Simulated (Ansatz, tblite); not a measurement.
Cost and result up the ladder for (F2B-mu-H)2 (B2H2F4) (8 atoms). Charge 0, multiplicity 1. Geometry: PBE0-D4/def2-SVP.

| atom | x (Å) | y (Å) | z (Å) |
| --- | --- | --- | --- |
| B1 | 0.586 | 0.498 | 0.471 |
| F2 | 1.867 | 0.147 | 0.506 |
| F3 | 0.158 | 1.574 | 1.123 |
| H4 | 0.179 | 0.571 | -0.826 |
| B5 | -0.586 | -0.498 | -0.471 |
| F6 | -0.158 | -1.574 | -1.123 |
| F7 | -1.867 | -0.147 | -0.506 |
| H8 | -0.179 | -0.571 | 0.826 |

Ansatz on 4 threads of Arm Neoverse V2 on a shared host; xTB runs through tblite on one thread. Times are rough, summed over both states, and most runs start from the orbitals of an earlier one. PBE0-D4/def2-TZVP serves as the yardstick here, not as an exact answer. The other state is a doublet.

The xTB rows come from tblite.

Raw xTB energies of ions are shifted by several eV.

| level | functions | vertical IE (eV) | difference from PBE0-D4/def2-TZVP (eV) |
| --- | --- | --- | --- |
| r2SCAN-D4/def2-TZVP | 198 | 12.59 | -0.36 |
| GFN1-xTB | 28 | 17.10 | 4.14 |
| GFN2-xTB | 26 | 16.38 | 3.43 |
| PBE-D4/def2-TZVP (with forces) | 198 | 12.28 | -0.67 |
| PBE0-D4/def2-TZVP | 198 | 12.95 | 0.00 |

(1) Estimate how long each takes.

Results:

(1) GFN2-xTB 0.004 s; GFN1-xTB 0.006 s; PBE-D4/def2-TZVP (with forces) 3.6 s; PBE0-D4/def2-TZVP 4.7 s; r2SCAN-D4/def2-TZVP 6.9 s. On shared hardware such times vary by a factor of up to 3.
